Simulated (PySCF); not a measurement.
Te(OMe)(SiH3) (CH6OSiTe), SMILES CO[Te][SiH3].

Geometry optimised at PBE0-D3(BJ)/def2-SVP. This is a generated structure with no PubChem entry under its InChIKey; it may be hypothetical. The def2 effective core potentials stand for the cores of Te; spin–orbit coupling is left out. Other conformers were not sampled.

The numbers are results of CAM-B3LYP/def2-TZVP in PySCF, not measurements.

The molecule is in vacuum.

total energy: -674.44900 hartree
highest occupied level: -7.67 eV
lowest empty level: -0.97 eV
orbital gap: 6.70 eV
dipole moment: 1.43 D
quadrupole, principal values (traceless, Buckingham form, about the centre of nuclear charge): -6.01, 1.36, 4.65 D·Å
mean static polarisability: 82.9 bohr³ (12.28 Å³)
polarisability, principal values: 63.9, 84.3, 100.5 bohr³
